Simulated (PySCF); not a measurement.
Molecule: C3H4Cl, charge 0, multiplicity 2. It need not be the lowest isomer of its formula. 
Geometry from a B3LYP-D3(BJ)/def2-TZVP (Ansatz) optimisation:
SMILES: C=[C]CCl
```xyz
8

C     -1.9715     0.0061    -0.6626
C     -0.7536    -0.0651    -1.1101
C      0.6418    -0.0785    -0.7570
Cl     0.8933     0.0583     1.0772
H     -2.8334    -0.0201    -1.3206
H     -2.1693     0.0961     0.4062
H      1.1843     0.7644    -1.1798
H      1.1319    -1.0076    -1.0404
```
Charge 0, spin multiplicity 2.

Dispersion corrections to the total energy (kcal/mol) from the dftd3 and dftd4 libraries through PySCF: D3(BJ) without and D4 with the three-body term, each with the damping fitted for the functional named.

```json
[
 {"functional": "PW6B95", "D3(BJ)": "-1.75", "D4": "-2.89"},
 {"functional": "BP86", "D3(BJ)": "…", "D4": "-4.42"},
 {"functional": "HSE06", "D3(BJ)": "-2.30", "D4": "-2.58"},
 {"functional": "B2PLYP", "D3(BJ)": "-2.87", "D4": "…"},
 {"functional": "TPSS", "D3(BJ)": "-4.50", "D4": "-4.53"},
 {"functional": "LC-wPBE", "D3(BJ)": "-3.33", "D4": "-3.70"},
 {"functional": "BHLYP", "D3(BJ)": "…", "D4": "-3.87"}
]
```

Question: What belongs in the gaps?

Answer: 
- BP86, D3(BJ): -5.66
- B2PLYP, D4: -2.33
- BHLYP, D3(BJ): -4.84
